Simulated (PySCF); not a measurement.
Isomers C$_{7}$H$_{9}$OP:

A. `COc1cccpc1C`
B. `C1=C[P@@](C)(=O)C=C1C=C`
C. `C(=C)[P@]1(=O)C=CC(C)=C1`
D. `C=CP(=O)(C#CC)C=C`

Spectrum 1. ¹H NMR (400 MHz, computed): δ 7.17 (m, 1H), 6.84 (m, 1H), 6.47 (m, 1H), 6.02 (m, 1H), 5.86 (m, 1H), 5.78 (m, 1H), 1.51 (m, 3H). ¹³C{¹H} NMR (computed): δ 153.6 (C), 141.7 (CH), 141.4 (CH), 140.8 (CH), 135.6 (CH), 125.3 (CH2), 18.2 (CH3).

Spectrum 2. ¹H NMR (400 MHz, computed): δ 6.74 (m, 2H), 6.47 (m, 2H), 6.27 (m, 2H), 2.10 (s, 3H). ¹³C{¹H} NMR (computed): δ 141.8 (CH), 140.5 (CH2), 107.6 (C), 82.3 (C), 5.4 (CH3).

Spectrum 3. ¹H NMR (400 MHz, computed): δ 7.16 (m, 1H), 6.72 (m, 1H), 6.69 (m, 1H), 6.36 (m, 1H), 5.89 (m, 1H), 5.88 (m, 1H), 2.08 (s, 3H). ¹³C{¹H} NMR (computed): δ 158.4 (C), 149.5 (CH), 144.9 (CH2), 141.4 (CH), 138.0 (CH), 131.5 (CH), 22.3 (CH3).

Spectrum 4. ¹H NMR (400 MHz, computed): δ 8.48 (m, 1H), 8.06 (m, 1H), 6.86 (m, 1H), 4.05 (s, 3H), 2.75 (m, 3H). ¹³C{¹H} NMR (computed): δ 167.3 (C), 166.7 (C), 154.1 (CH), 139.0 (CH), 114.2 (CH), 55.2 (CH3), 23.8 (CH3).

Theory: shielding tensors at PBE0/pcSseg-1 (GIAO), geometry: GFN2-xTB, in PySCF (non-relativistic Hamiltonian, single conformer, gas phase, averaged over atoms made equivalent by symmetry, fast rotation or ring inversion).

Referencing at the same level of theory: TMS for ¹H (σ = 31.72 ppm), ¹³C (σ = 186.93 ppm). Splittings of carbon signals by F and P are missing where no couplings were computed. Where no couplings were computed, multiplicities follow the n + 1 count of equivalent neighbours, and m marks all less simple cases (inequivalent or close neighbours, rings, F or P nearby). Shifts are as computed. Against solution values, carbons near 30 ppm lie about +3 ppm off and those near 130 ppm about +5 ppm. Of 1211 compounds with measured shifts, 218 miss one by over three times the rms of a fit or turn the order of signals round; such compounds aren't used in these exercises.

Q: Which spectrum belongs to which compound?

A: 1–B, 2–D, 3–C, 4–A.

- Spectrum 1 (B): 7 ¹³C signals; δC 153.6 is a fully substituted alkene carbon; δC 141.7 is an alkene CH.
- Spectrum 2 (D): 5 ¹³C signals; δC 141.8 is an alkene CH; δC 140.5 is a terminal =CH2 carbon.
- Spectrum 3 (C): 7 ¹³C signals; δC 158.4 is a fully substituted alkene carbon; δC 149.5 is an alkene CH.
- Spectrum 4 (A): 7 ¹³C signals; δC 166.7 is an aromatic carbon bearing oxygen; δC 139.0 is an aromatic CH.
